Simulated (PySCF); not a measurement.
FK, charge +1, doublet, at the geometry of the source list (a state made from the parent by changing its charge; the spin is typed, not shown lowest). Base run: PySCF with DF-SVWN5/3-21G.

Here is a job for PySCF.
```python
from pyscf import gto, scf, dft

mol = gto.Mole()
mol.atom = '''
    K    -0.53980000   -0.44520000   -0.72920000
    F     0.53980000    0.44520000    0.72920000
'''
mol.basis = '3-21g'
mol.charge = 1
mol.spin = 1
mol.verbose = 4
mol.build()

mf = dft.UKS(mol)
mf.xc = 'lda,vwn'
mf = mf.density_fit(auxbasis='def2-universal-jkfit')
mf.kernel()
```

Variants of this job, named by their change:

```tsv
change	basis functions	E (Eh)	HOMO (eV)
base	26	-693.51147	-15.06
basis = LANL2DZ	…	…	…
basis = 6-31G	26	-697.00056	-15.98
basis = 6-31G*	36	-697.01292	-16.36
basis = pcseg-1	38	-696.98675	-17.03
basis = pc-1	38	…	…
basis = def2-SV(P)	38	-696.90164	-16.70
basis = def2-SVPD	50	-696.90927	-16.96
basis = aug-pcseg-1	56	-696.99011	-17.08
basis = 6-311G**	…	…	…
basis = def2-TZVP	…	…	…
basis = 6-311++G**	65	-697.10160	-16.99
basis = def2-QZVPP	127	-697.13056	-16.96
```

Fill in the missing entries.


- basis = LANL2DZ, basis functions: 21
- basis = LANL2DZ, E (Eh): -126.89656
- basis = LANL2DZ, HOMO (eV): -16.37
- basis = pc-1, E (Eh): -697.02345
- basis = pc-1, HOMO (eV): -17.02
- basis = 6-311G**, basis functions: 57
- basis = 6-311G**, E (Eh): -697.09901
- basis = 6-311G**, HOMO (eV): -16.79
- basis = def2-TZVP, basis functions: 64
- basis = def2-TZVP, E (Eh): -697.10387
- basis = def2-TZVP, HOMO (eV): -16.91

Totals compare only among sets that treat the same electrons; sets with core potentials leave the core out.

Open shells are given as the SCF converged; they aren't shown to be the lowest states, and a large step between rows can be another state.
